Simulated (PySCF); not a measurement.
Two species compared at the same levels of theory.

First species: C7H8F3P.
SMILES with atom numbers: `[F:1][C:2]([F:3])([F:4])[CH2:5][P:6]1[CH:7]=[CH:8][CH2:9][CH:10]=[CH:11]1` (hydrogens: H12, H13 on C5; H14 on C7; H15 on C8; H16, H17 on C9; H18 on C10; H19 on C11)

Geometry (GFN2-xTB, Å), atoms numbered from 1 in this order:
```
atom  x, y, z in Å
F1     3.2510    1.1695   -1.2440
C2     2.9654    0.4742   -0.1344
F3     2.7307    1.3777    0.8298
F4     4.1005   -0.1590    0.2182
C5     1.8135   -0.4690   -0.3388
P6     0.3081    0.5259   -0.8879
C7    -0.7606   -0.8963   -1.2426
C8    -2.0212   -0.9435   -0.8359
C9    -2.6563    0.1047    0.0273
C10   -1.6849    0.7002    1.0020
C11   -0.3976    0.8855    0.7449
H12    1.6253   -1.0188    0.5855
H13    2.0905   -1.1642   -1.1340
H14   -0.3434   -1.6685   -1.8745
H15   -2.6515   -1.7815   -1.1022
H16   -3.0506    0.9020   -0.6134
H17   -3.5052   -0.3220    0.5652
H18   -2.0908    0.9628    1.9700
H19    0.2674    1.3295    1.4723
```

Second species: C₈H₉NO.
Numbering: `[CH2:1]=[N:2][c:3]1[cH:4][cH:5][c:6]([O:7][CH3:8])[cH:9][cH:10]1` (hydrogens: H11, H12 on C1; H13 on C4; H14 on C5; H15, H16, H17 on C8; H18 on C9; H19 on C10)

Levels: PBE0/pcSseg-1 for dipole moment, HOMO energy, LUMO energy and HOMO–LUMO gap; GFN2-xTB for rotational constant A and rotational constant C. Geometries: GFN2-xTB. All species are isolated and taken at one optimised geometry, non-relativistic unless stated; the electronic structure was computed with PySCF and density fitting.

Dipoles, sizes and rotational constants follow the conformer. The torsions of the flexible species, by atom-mapped SMILES:
- `[F:1][C:2]([F:3])([F:4])[CH2:5][P:6]1[CH:7]=[CH:8][CH2:9][CH:10]=[CH:11]1`: F1–C2–C5–P6 -58°, C2–C5–P6–C7 173°
- `[CH2:1]=[N:2][c:3]1[cH:4][cH:5][c:6]([O:7][CH3:8])[cH:9][cH:10]1`: C1–N2–C3–C4 41°, C5–C6–O7–C8 180°

Values for the first species:

```
Dipole moment         : 3.45 D
HOMO energy           : -6.66 eV
LUMO energy           : -0.27 eV
HOMO–LUMO gap         : 6.39 eV
Rotational constant A : 2.378 GHz
Rotational constant C : 0.484 GHz
```

Task: Estimate the same properties for the second species, and the change in each.

Result: 
| property | first | second | second less first |
| --- | --- | --- | --- |
| dipole moment | 3.45 D | 1.37 D | -2.08 D |
| HOMO energy | -6.66 eV | -6.07 eV | +0.59 eV |
| LUMO energy | -0.27 eV | -0.95 eV | -0.68 eV |
| HOMO–LUMO gap | 6.39 eV | 5.12 eV | -1.27 eV |
| rotational constant A | 2.378 GHz | 4.679 GHz | +2.301 GHz |
| rotational constant C | 0.484 GHz | 0.634 GHz | +0.150 GHz |

On the first: A dipole of 3.45 D is allowed in C1, and pure rotational transitions are dipole-allowed. The dipole equals about 11.5 × 10⁻³⁰ C·m (1 D = 3.33564 × 10⁻³⁰ C·m).

On the second: In atomic units the dipole is 0.54 e·bohr (1 au = 2.5417 D).
